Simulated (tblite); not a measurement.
C4H6BF3O2.
Numbering: `[CH3:1]/[CH:2]=[C:3](\[B:4]([OH:5])[OH:6])[C:7]([F:8])([F:9])[F:10]` (hydrogens: H11, H12, H13 on C1; H14 on C2; H15 on O5; H16 on O6)

Computed with GFN2-xTB (tblite), gas phase: L-BFGS steps from a force-field or distance-geometry start until the largest atomic force falls under 0.01 eV/Å.

Geometry at step 5:
```
atom  x, y, z in Å
C1      2.1912   -0.1684    0.0534
C2      0.9449   -0.9653    0.0415
C3     -0.2340   -0.3692   -0.1076
B4     -0.5858    1.1655   -0.0726
O5     -0.4424    1.8629    1.1096
O6     -1.0334    1.7073   -1.2205
C7     -1.4944   -1.1325   -0.1084
F8     -2.1939   -1.0213   -1.2517
F9     -2.3429   -0.6854    0.8715
F10    -1.3703   -2.4402    0.1099
H11     2.7099   -0.3044   -0.8978
H12     1.9416    0.8850    0.1694
H13     2.8562   -0.4698    0.8573
H14     1.0291   -2.0430    0.0930
H15    -0.9402    1.3279    1.7302
H16    -1.0431    2.6597   -1.3887
```

Question: What forces act on the atoms?

Answer: 
```
atom  Fx (eV/Å)  Fy (eV/Å)  Fz (eV/Å)
  C1      0.181      0.187     -0.072
  C2     -0.166      0.109     -0.149
  C3     -0.128     -0.303      0.329
  B4      0.217      1.169     -0.767
  O5     -0.748     -0.278     -0.390
  O6      0.686      0.180      0.046
  C7     -0.708     -0.335     -0.059
  F8      0.016      0.046      0.008
  F9      0.164     -0.062     -0.132
 F10      0.053     -0.451      0.105
 H11      0.053     -0.004      0.110
 H12      0.112     -0.033     -0.032
 H13      0.031     -0.103      0.003
 H14      0.009     -0.002     -0.009
 H15      0.467      0.283      0.561
 H16     -0.240     -0.404      0.446
```

The largest, 1.41 eV/Å, acts on B4; the rms over all components is 0.342 eV/Å. The forces sum to zero within rounding, as they must for an isolated molecule in no field.

Question: Give the force on B4 in Eh/bohr and in nN.

Answer: 1.415 eV/Å ÷ 51.422 = 0.02752 Eh/bohr, and 1.415 eV/Å × 1.602 = 2.27 nN.

Question: How far is this geometry from the end of the optimisation?

Answer: 0.582 eV above it, and 0.931 Å rms away after alignment. The bonds farthest from their final lengths, with half the difference of the two atoms' forces along the bond (positive lengthens):

```
  bond  now (Å)  final (Å)  force along bond (eV/Å)
 B4–O5    1.380      1.352                    -0.25
 C3–C7    1.474      1.500                    +0.26
 C3–B4    1.575      1.594                    +0.67
 C7–F9    1.371      1.356                    -0.25
 C7–F8    1.345      1.353                    -0.20
O6–H16    0.967      0.959                    -0.32
```

The angle farthest from its final value is B4–O5–H15, 102.6° against 119.8°.

Of the 4 listed bonds off by 0.010 Å or more, this force points towards the final length in 4.

What follows is the cost of the whole relaxation. Hardware: one thread of an Arm Neoverse N1, shared host with 64 logical CPUs at a one-minute load of 57. Cost: 1.8 s wall.
